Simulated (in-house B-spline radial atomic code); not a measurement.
# Binding energies in Hf²⁺

NIST's tabulated ground configuration is [Xe] 4f14 5d2; each binding energy is the energy of the ion with one electron taken from that subshell, relaxed, less that of the parent. Level of theory: Dirac-Kohn-Sham B3LYP, spherical fractional occupations, Fermi nucleus of rms radius 5.347 fm; calculated with an all-electron radial atomic-structure program (B-spline basis). Energies include first-order Breit, QED and recoil terms.

Caution: exact exchange at fractional occupations of open shells leaves self-interaction of up to several eV.

```tsv
subshell	X-ray name	binding energy (eV)	-ε (eV)	relaxation (eV)
1s	K	65505.5	65309.8	-478.6
2s	L1	11247.2	11203.6	-81.7
2p1/2	L2	10768.4	10698.5	-106.5
2p3/2	L3	9581.6	9505.9	-99.4
3s	M1	2589.8	2576.3	-21.1
3p1/2	M2	2368	2352.1	-23.0
3p3/2	M3	2114.7	2095.7	-23.3
3d3/2	M4	1742.2	1716.3	-28.6
3d5/2	M5	1687.5	1660.5	-28.7
4s	N1	545.4	537.3	-9.7
4p1/2	N2	453.4	445.2	-9.7
4p3/2	N3	396.1	386.3	-10.5
4d3/2	N4	244.6	234.6	-10.3
4d5/2	N5	234.3	223.8	-10.6
5s	O1	91.6	85.12	-6.73
5p1/2	O2	64.57	58.41	-6.33
5p3/2	O3	56.86	50.48	-6.45
4f5/2	N6	45.9	36.16	-9.63
4f7/2	N7	44.29	34.37	-9.73
5d	O4,5	21.23	16.30	-4.93
```

Relaxation = -ε minus the binding energy without Breit, QED and recoil terms. With a density functional, K lines can miss by some tenths of a per cent, more in light atoms. For a density functional the relaxation so defined is negative, because -ε of a Kohn-Sham level is smaller than the binding energy.

Emission lines follow as differences of binding energies, with λ = 12398.42 eV·Å / E:

```
 line          holes  energy (eV)  wavelength (Å)
 K-L3     1s → 2p3/2      55923.9          0.2217
 K-L2     1s → 2p1/2      54737.1         0.22651
 K-M3     1s → 3p3/2      63390.8         0.19559
L3-M5  2p3/2 → 3d5/2       7894.1          1.5706
L2-M4  2p1/2 → 3d3/2       9026.2          1.3736
L1-M3     2s → 3p3/2       9132.5          1.3576
L3-M1     2p3/2 → 3s       6991.8          1.7733
L2-N4  2p1/2 → 4d3/2      10523.8          1.1781
M5-N7  3d5/2 → 4f7/2       1643.2          7.5452
M4-N6  3d3/2 → 4f5/2       1696.3          7.3091
```

What screening constant σ does Moseley's law, E = (3/4)·13.6057 eV·(Z - σ)², need for K-L3?

σ = -2.03.

Moseley's non-relativistic formula needs a falling, then negative, screening constant for heavy elements, because relativity binds the 1s electron more strongly than the formula allows.

What does it cost to remove both a 3s and a 4s electron?

3164.1 eV, which is 28.91 eV more than the two single binding energies together.

What does it cost to remove both a 4s and a 4f5/2 electron?

615.22 eV, which is 23.93 eV more than the two single binding energies together.

What does it cost to remove both a 3p3/2 and a 4p3/2 electron?

2538.5 eV, which is 27.75 eV more than the two single binding energies together.
